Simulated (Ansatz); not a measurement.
System: sum formula AlBrF$_{2}$ (charge 0, singlet). 
Structure (B3LYP-D3(BJ)/def2-TZVP (Ansatz, a quantum-chemistry and plane-wave program) minimum search):
```
Al
F 1 1.6368
F 1 1.6368 2 118.71
Br 1 2.2248 2 120.65 3 -180.00
```

Total electronic energies in hartree. Valence correlation only, unless marked. Spin-orbit coupling is left out. Frozen are the shells of the preceding noble gas and the d and f shells that filled before the atom's block. Non-relativistic. Basis-set limits of correlation are two-point, X^-3; Hartree-Fock from the larger set.

```csv
level,program,energy (Eh)
HF/def2-SVPD,Ansatz,-3012.90481
RI-HF/def2-TZVPPD,Ansatz,-3013.54712
r2SCAN/def2-TZVPD,Ansatz,-3016.47725
B3LYP/def2-TZVPD,Ansatz,-3016.64676
PBE0-D3(BJ)/def2-TZVPD,Ansatz + dftd3,-3015.99527
B2PLYP/def2-TZVPD,Ansatz,-3015.96823
MP2/def2-TZVPP,Ansatz,-3014.27461
SCS-MP2/def2-SVPD,Ansatz,-3013.45581
"CCSD(T)/CBS(def2-TZVPPD,def2-QZVPPD)",Ansatz,-3014.5028
```

Totals of different functionals don't rank their quality; only differences between species are comparable.
